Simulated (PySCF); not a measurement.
Geometry (Å), atoms numbered from 1 in this order:
```xyz
17

C     3.2008   -0.2237    0.5016
C     2.0008    0.1235    0.0213
Si    0.4128   -0.2478    0.9168
C    -0.9436   -1.0671   -0.1152
C    -1.7944    0.1541   -0.4961
C    -1.7709    1.1192    0.6911
O    -0.4616    1.1605    1.2202
H     3.3055   -0.7401    1.4633
H     4.1333   -0.0100   -0.0331
H     1.9583    0.6489   -0.9424
H     0.7609   -0.9650    2.1810
H    -1.5160   -1.7667    0.5177
H    -0.5877   -1.6318   -0.9892
H    -2.8274   -0.1123   -0.7730
H    -1.3470    0.6558   -1.3714
H    -2.0696    2.1377    0.3934
H    -2.4825    0.7845    1.4715
```

Geometry: PBE0-D3(BJ)/def2-SVP; GIAO shifts from PySCF, gas phase, non-relativistic, averaged over equivalent atoms.

At CAM-B3LYP/pcSseg-1 (176 basis functions, 50 s wall time on 1 thread of an Arm Neoverse N1, shared host):
```json
{"atoms": "C1", "δ (ppm)": "148.4"}
{"atoms": "C2", "δ (ppm)": "147.8"}
{"atoms": "C6", "δ (ppm)": "70.3"}
{"atoms": "C5", "δ (ppm)": "29.4"}
{"atoms": "C4", "δ (ppm)": "11.0"}
{"atoms": "Si3", "δ (ppm)": "18.3"}
{"atoms": "O7", "δ (ppm)": "52.6"}
{"atoms": "H9", "δ (ppm)": "6.31"}
{"atoms": "H10", "δ (ppm)": "6.22"}
{"atoms": "H8", "δ (ppm)": "6.21"}
{"atoms": "H11", "δ (ppm)": "4.76"}
{"atoms": "H16", "δ (ppm)": "4.12"}
{"atoms": "H17", "δ (ppm)": "3.58"}
{"atoms": "H14", "δ (ppm)": "1.81"}
{"atoms": "H15", "δ (ppm)": "1.66"}
{"atoms": "H12", "δ (ppm)": "0.76"}
{"atoms": "H13", "δ (ppm)": "0.74"}
```

Shifts are taken against calculated references (same method and geometry level): 13C (σref 182.45), 29Si (σref 343.41), 1H (σref 31.33) vs TMS; 17O (σref 338.55) vs H2O.

Question: Estimate the result of repeating the calculation with PBE0/pcSseg-1.

Answer: 
| atoms | δ at PBE0/pcSseg-1 | change |
| --- | --- | --- |
| C1 | 146.4 | -2.0 |
| C2 | 144.3 | -3.5 |
| C6 | 70.0 | -0.3 |
| C5 | 29.6 | +0.2 |
| C4 | 11.5 | +0.5 |
| Si3 | 19.5 | +1.2 |
| O7 | 53.1 | +0.5 |
| H9 | 6.40 | +0.09 |
| H10 | 6.29 | +0.07 |
| H8 | 6.28 | +0.07 |
| H11 | 4.88 | +0.12 |
| H16 | 4.13 | +0.01 |
| H17 | 3.58 | +0.00 |
| H14 | 1.85 | +0.04 |
| H15 | 1.68 | +0.02 |
| H12 | 0.82 | +0.06 |
| H13 | 0.80 | +0.06 |

Referencing at the same level of theory: 13C (σref 184.41), 29Si (σref 351.99), 1H (σref 31.27) vs TMS; H2O for 17O (σref 334.56).

The largest change is at C2 (alkene CH). Cost: 176 basis functions, 43 s wall time on 1 thread of an Arm Neoverse N1, shared host. The order of the carbon signals is the same at both levels.

Experimental scales use liquid or dissolved standards, which lie at an offset from isolated H2O (liquid H2O: subtract about 36 ppm).
